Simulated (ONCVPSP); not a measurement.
**PBEsol ONCV dataset for tungsten, scalar-relativistic all-electron reference.**

The input file (ONCVPSP 4.0.1):

```
# ATOM AND REFERENCE CONFIGURATION
# atsym  z   nc   nv     iexc    psfile
  W 74.00    9    5  -116133      upf
#
#   n    l    f
    1    0    2.00
    2    0    2.00
    2    1    6.00
    3    0    2.00
    3    1    6.00
    3    2   10.00
    4    0    2.00
    4    1    6.00
    4    2   10.00
    4    3   14.00
    5    0    2.00
    5    1    6.00
    5    2    4.00
    6    0    1.00
#
# PSEUDOPOTENTIAL AND OPTIMIZATION
# lmax
    3
#
#   l,   rc,      ep,       ncon, nbas, qcut
    0    2.05    0.00    3    7    7.80
    1    1.25    0.00    4    7    6.70
    2    2.75    0.00    5    9    6.70
    3    1.05    0.00    4    8   15.80
#
# LOCAL POTENTIAL
# lloc, lpopt,  rc(5),   dvloc0
    4    5    0.75    6.00
#
# VANDERBILT-KLEINMAN-BYLANDER PROJECTORs
# l, nproj, debl
    0    2    0.50
    1    2    3.10
    2    2    0.70
    3    2    2.60
#
# MODEL CORE CHARGE
# icmod, fcfact, rcfact
    2    0.70    0.80
#
# LOG DERIVATIVE ANALYSIS
# epsh1, epsh2, depsh
   -5.00    5.00    0.04
#
# OUTPUT GRID
# rlmax, drl
    6.00    0.01
#
# TEST CONFIGURATIONS
# ncnf
    4
# nvcnf
#   n    l    f
    5
    4    3   14.00
    5    0    2.00
    5    1    6.00
    5    2    4.00
    6    0    2.00
#
    5
    4    3   14.00
    5    0    2.00
    5    1    6.00
    5    2    4.00
    6    0    0.00
#
    5
    4    3   14.00
    5    0    2.00
    5    1    6.00
    5    2    3.00
    6    0    0.00
#
    6
    4    3   14.00
    5    0    2.00
    5    1    6.00
    5    2    4.00
    6    0    1.00
    6    1    1.00
#
```

Command:

```bash
oncvpsp.x < W.dat > W.out
```

Resulting log (shortened: citation, most of the input echo, consistency checks and plot data are left out):

```
ONCVPSP  (Optimized Norm-Conservinng Vanderbilt PSeudopotential)
scalar-relativistic version 4.0.1

#   n    l    f        energy (Ha)
    1    0    2.00    -2.5533479E+03
    2    0    2.00    -4.4093914E+02
    2    1    6.00    -3.8567166E+02
    3    0    2.00    -1.0175520E+02
    3    1    6.00    -8.5391984E+01
    3    2   10.00    -6.6571872E+01
    4    0    2.00    -2.1198864E+01
    4    1    6.00    -1.5831508E+01
    4    2   10.00    -9.0319380E+00
    4    3   14.00    -1.4972206E+00
    5    0    2.00    -3.1831035E+00
    5    1    6.00    -1.8651154E+00
    5    2    4.00    -4.3272265E-01
    6    0    1.00    -4.4926419E-01

Reference configufation results
  iterations    30
  all-electron total energy (Ha)   -1.61374388D+04

Begin loop to  construct optimized pseudo wave functions
and semi-local pseudopoentials for all angular momenta

Calculating optimized projector #   1

 for l=   0

    Fraction of norm inside rc  0.988333
    Optimizing pswf for qcut=   7.80 a_B^-1,  ecut=  30.45 Ha
    Residual kinetic energy error=  6.70D-09 Ha

    Energy error per electron        Cutoff
         Ha          eV             Ha
         0.01000     0.27211       11.89
         0.00100     0.02721       16.84
         0.00010     0.00272       20.69
         0.00001     0.00027       23.67

Calculating optimized projector #   2

 for l=   0

    Fraction of norm inside rc  0.166649
    Optimizing pswf for qcut=   7.80 a_B^-1,  ecut=  30.45 Ha
    Residual kinetic energy error=  7.65D-09 Ha

    Energy error per electron        Cutoff
         Ha          eV             Ha
         0.01000     0.27211        9.14
         0.00100     0.02721       15.75
         0.00010     0.00272       20.08
         0.00001     0.00027       23.38

   Wellstate for l =  1  n =  7
     eigenvalue =   1.2349
     asymptotic potential =   1.7349
     half-point radius =  3.5772

Calculating optimized projector #   1

 for l=   1

    Fraction of norm inside rc  0.549241
    Optimizing pswf for qcut=   6.71 a_B^-1,  ecut=  22.52 Ha
    Residual kinetic energy error=  6.90D-03 Ha

    Energy error per electron        Cutoff
         Ha          eV             Ha
         0.01000     0.27211       20.90
         0.00100     0.02721       72.55
         0.00010     0.00272       92.76
         0.00001     0.00027      121.91

Calculating optimized projector #   2

 for l=   1

    Fraction of norm inside rc  0.047936
    Optimizing pswf for qcut=   6.71 a_B^-1,  ecut=  22.52 Ha
    Residual kinetic energy error=  2.25D-03 Ha

    Energy error per electron        Cutoff
         Ha          eV             Ha
         0.01000     0.27211       15.39
         0.00100     0.02721       25.84
         0.00010     0.00272       68.92
         0.00001     0.00027      122.72

   Wellstate for l =  2  n =  6
     eigenvalue =   0.2673
     asymptotic potential =   0.7673
     half-point radius =  4.4794

Calculating optimized projector #   1

 for l=   2

    Fraction of norm inside rc  0.842018
    Optimizing pswf for qcut=   6.70 a_B^-1,  ecut=  22.45 Ha
    Residual kinetic energy error=  4.51D-09 Ha

    Energy error per electron        Cutoff
         Ha          eV             Ha
         0.01000     0.27211        9.95
         0.00100     0.02721       12.98
         0.00010     0.00272       15.55
         0.00001     0.00027       17.71

Calculating optimized projector #   2

 for l=   2

    Fraction of norm inside rc  0.203251
    Optimizing pswf for qcut=   6.70 a_B^-1,  ecut=  22.45 Ha
    Residual kinetic energy error=  4.22D-08 Ha

    Energy error per electron        Cutoff
         Ha          eV             Ha
         0.01000     0.27211        9.64
         0.00100     0.02721       13.03
         0.00010     0.00272       15.89
         0.00001     0.00027       18.29

   Wellstate for l =  3  n =  5
     eigenvalue =   1.1028
     asymptotic potential =   1.6028
     half-point radius =  2.5506

Calculating optimized projector #   1

 for l=   3

    Fraction of norm inside rc  0.915564
    Optimizing pswf for qcut=  15.81 a_B^-1,  ecut= 124.94 Ha
    Residual kinetic energy error=  8.86D-05 Ha

    Energy error per electron        Cutoff
         Ha          eV             Ha
         0.01000     0.27211      102.42
         0.00100     0.02721      113.49
         0.00010     0.00272      125.72
         0.00001     0.00027      256.63

Calculating optimized projector #   2

 for l=   3

    Fraction of norm inside rc  0.041924
    Optimizing pswf for qcut=  15.81 a_B^-1,  ecut= 124.94 Ha
    Residual kinetic energy error=  5.17D-05 Ha

    Energy error per electron        Cutoff
         Ha          eV             Ha
         0.01000     0.27211       92.56
         0.00100     0.02721      108.95
         0.00010     0.00272      121.73
         0.00001     0.00027      200.03

Construct Vanderbilt / Kleinmman-Bylander projectors

B matrix Hermiticity error, ll=   0
   1   2    3.9738E-04

  Orthonormal projector coefficients  2.2048E+01  1.6780E+00

B matrix Hermiticity error, ll=   1
   1   2   -4.1207E-04

  Orthonormal projector coefficients  1.9814E+01  2.7525E+00

B matrix Hermiticity error, ll=   2
   1   2    6.2520E-05

  Orthonormal projector coefficients  6.0724E+00 -3.6222E+00

B matrix Hermiticity error, ll=   3
   1   2    6.7185E-04

  Orthonormal projector coefficients -2.1764E+01 -8.3697E+00

Model core correction analysis
  based on d2Exc/dn_idn_j

d2excae - all-electron derivatives

   -2.496746D-02   -1.150001D-02   -8.132431D-03   -2.955969D-03
   -1.051060D-03
   -1.149986D-02   -2.763587D-02   -2.415948D-02   -1.112933D-02
   -1.992853D-03
   -8.132340D-03   -2.415950D-02   -2.424883D-02   -1.492687D-02
   -3.352925D-03
   -2.955942D-03   -1.112935D-02   -1.492679D-02   -1.961689D-02
   -1.605244D-02
   -1.051030D-03   -1.992693D-03   -3.352224D-03   -1.604700D-02
   -3.220363D-02

d2excps - pseudofunction derivatives with no core correction

   -4.486793D-02   -2.079991D-02   -1.081327D-02   -3.180789D-03
   -1.946261D-03
   -2.080005D-02   -2.517852D-02   -2.286162D-02   -1.063763D-02
   -1.935431D-03
   -1.081322D-02   -2.286147D-02   -2.550497D-02   -1.541372D-02
   -3.226928D-03
   -3.180773D-03   -1.063758D-02   -1.541364D-02   -2.004404D-02
   -1.606788D-02
   -1.946254D-03   -1.935119D-03   -3.226225D-03   -1.606246D-02
   -3.219247D-02

rms 2nd derivative error    4.887754E-03

amplitude prefactor, scale prefactor
    6.5764    1.3235

d2excps - pseudofunction derivatives with core correction

   -2.802425D-02   -1.515491D-02   -9.291271D-03   -2.947004D-03
   -1.326557D-03
   -1.515485D-02   -2.246109D-02   -2.207425D-02   -1.051564D-02
   -1.642070D-03
   -9.291177D-03   -2.207410D-02   -2.521741D-02   -1.538190D-02
   -3.141299D-03
   -2.946981D-03   -1.051559D-02   -1.538181D-02   -2.004782D-02
   -1.605267D-02
   -1.326530D-03   -1.641895D-03   -3.140596D-03   -1.604725D-02
   -3.216126D-02

rms 2nd derivative error    1.755028E-03

Pseudoatom total energy -358.132840

Diagnostic tests using Vanderbilt-Kleinman-Bylander pseudopotentials
  1 or more projectors used as specified by nproj input data

   l    rcore       rmatch      e in        delta e   norm test  slope test

   0   2.0609886   2.1235647  -3.1831035   0.0000027   1.0002454   1.0002235
   0   2.0609886   2.1235647  -0.4492642   0.0000023   1.0000302   1.0000128

   1   1.2544206   1.2925075  -1.8651154  -0.0000249   1.0001489   1.0001874
   1   1.2544206   1.2925075   1.2348846  -0.0000087   1.0006377   1.0006377

   2   2.7629730   2.8468628  -0.4327227  -0.0000076   1.0001002   1.0000880
   2   2.7629730   2.8468628   0.2672773  -0.0000267   1.0000497   1.0000497

   3   1.0546339   1.0866549  -1.4972206  -0.0000166   1.0005015   1.0005231
   3   1.0546339   1.0866549   1.1027794   0.0001122   1.0007062   1.0007062

 Testing for bound ghosts
   n   l    E NL Schr. Eq   E Basis Diag.   E Cutoff

       0                       -9.077289     45.15  WARNING - GHOST(-)
   1   0       -3.183101       -3.182971     45.15
   2   0       -0.449262       -0.441319     45.15

   2   1       -1.865140       -1.864121    140.90

   3   2       -0.432730       -0.432683     58.16

   4   3       -1.497237       -1.496921    350.32

 Testing for highly-localized positive-energy ghosts
       l    <radius>/rc     E Basis Diag.   E Cutoff

       1        0.860513        5.134493    140.90  WARNING - GHOST(+)

       2        0.206518        1.102597     58.16  WARNING - GHOST(+)

Test configuration 0

   n   l     f        eae           eps        diff
   1   0  2.0000-2553.34794314
   2   0  2.0000 -440.93914128
   2   1  6.0000 -385.67166444
   3   0  2.0000 -101.75520246
   3   1  6.0000  -85.39198435
   3   2 10.0000  -66.57187193
   4   0  2.0000  -21.19886373
   4   1  6.0000  -15.83150839
   4   2 10.0000   -9.03193799
   4   3 14.0000   -1.49722056   -1.49723714   -1.66D-05
   5   0  2.0000   -3.18310347   -3.18310078    2.69D-06
   5   1  6.0000   -1.86511545   -1.86514038   -2.49D-05
   5   2  4.0000   -0.43272265   -0.43273023   -7.58D-06
   6   0  1.0000   -0.44926419   -0.44926193    2.26D-06

    Total energies and differences
      AE_ref= -1.61374388D+04  AE_tst= -1.61374388D+04  dif=  0.00D+00
      PS_ref= -3.58132840D+02  PS_tst= -3.58132840D+02  dif= -1.23D-11
      PSP excitation error=  1.23D-11

Test configuration 1

   n   l     f        eae           eps        diff
   1   0  2.0000-2553.07035594
   2   0  2.0000 -440.66351666
   2   1  6.0000 -385.39597653
   3   0  2.0000 -101.47934596
   3   1  6.0000  -85.11612531
   3   2 10.0000  -66.29615277
   4   0  2.0000  -20.92291347
   4   1  6.0000  -15.55559620
   4   2 10.0000   -8.75614341
   4   3 14.0000   -1.22148396   -1.21877401    2.71D-03
   5   0  2.0000   -2.90716324   -2.90603279    1.13D-03
   5   1  6.0000   -1.58836548   -1.58823703    1.28D-04
   5   2  4.0000   -0.16581476   -0.16586511   -5.04D-05
   6   0  2.0000   -0.21116774   -0.21110959    5.81D-05

    Total energies and differences
      AE_ref= -1.61374388D+04  AE_tst= -1.61377668D+04  dif= -3.28D-01
      PS_ref= -3.58132840D+02  PS_tst= -3.58460909D+02  dif= -3.28D-01
      PSP excitation error=  7.86D-05

Test configuration 2

   n   l     f        eae           eps        diff
   1   0  2.0000-2553.66649533
   2   0  2.0000 -441.25502651
   2   1  6.0000 -385.98764635
   3   0  2.0000 -102.07105197
   3   1  6.0000  -85.70783942
   3   2 10.0000  -66.88758844
   4   0  2.0000  -21.51478328
   4   1  6.0000  -16.14738693
   4   2 10.0000   -9.34766730
   4   3 14.0000   -1.81273455   -1.81650814   -3.77D-03
   5   0  2.0000   -3.49822522   -3.49982325   -1.60D-03
   5   1  6.0000   -2.18009576   -2.18040912   -3.13D-04
   5   2  4.0000   -0.73153378   -0.73153658   -2.80D-06

    Total energies and differences
      AE_ref= -1.61374388D+04  AE_tst= -1.61368620D+04  dif=  5.77D-01
      PS_ref= -3.58132840D+02  PS_tst= -3.57555755D+02  dif=  5.77D-01
      PSP excitation error= -2.69D-04

Test configuration 3

   n   l     f        eae           eps        diff
   1   0  2.0000-2554.14547189
   2   0  2.0000 -441.73581514
   2   1  6.0000 -386.46845971
   3   0  2.0000 -102.54892266
   3   1  6.0000  -86.18572487
   3   2 10.0000  -67.36599867
   4   0  2.0000  -21.99217960
   4   1  6.0000  -16.62490486
   4   2 10.0000   -9.82536995
   4   3 14.0000   -2.28938282   -2.29009152   -7.09D-04
   5   0  2.0000   -3.96917981   -3.96932055   -1.41D-04
   5   1  6.0000   -2.64079112   -2.64054212    2.49D-04
   5   2  3.0000   -1.14391087   -1.14340475    5.06D-04

    Total energies and differences
      AE_ref= -1.61374388D+04  AE_tst= -1.61359284D+04  dif=  1.51D+00
      PS_ref= -3.58132840D+02  PS_tst= -3.56622227D+02  dif=  1.51D+00
      PSP excitation error= -2.05D-04

Test configuration 4

   n   l     f        eae           eps        diff
   1   0  2.0000-2553.13002634
   2   0  2.0000 -440.72223811
   2   1  6.0000 -385.45468337
   3   0  2.0000 -101.53832944
   3   1  6.0000  -85.17510312
   3   2 10.0000  -66.35505602
   4   0  2.0000  -20.98201948
   4   1  6.0000  -15.61467738
   4   2 10.0000   -8.81515537
   4   3 14.0000   -1.28046812   -1.28024760    2.21D-04
   5   0  2.0000   -2.96634779   -2.96611735    2.30D-04
   5   1  6.0000   -1.64762284   -1.64758269    4.02D-05
   5   2  4.0000   -0.21787809   -0.21784989    2.82D-05
   6   0  1.0000   -0.24966778   -0.24966510    2.68D-06
   6   1  1.0000   -0.07781487   -0.07782153   -6.66D-06

    Total energies and differences
      AE_ref= -1.61374388D+04  AE_tst= -1.61375997D+04  dif= -1.61D-01
      PS_ref= -3.58132840D+02  PS_tst= -3.58293863D+02  dif= -1.61D-01
      PSP excitation error=  7.93D-05
```

Note: ghosts flagged at negative energy: s at -247.0 eV; GHOST(+) flagged for d at 30.0 eV, p at 139.7 eV. A true bound ghost makes a file unfit for plane-wave use.

The run took about 4.6 s on one core of a shared server CPU.
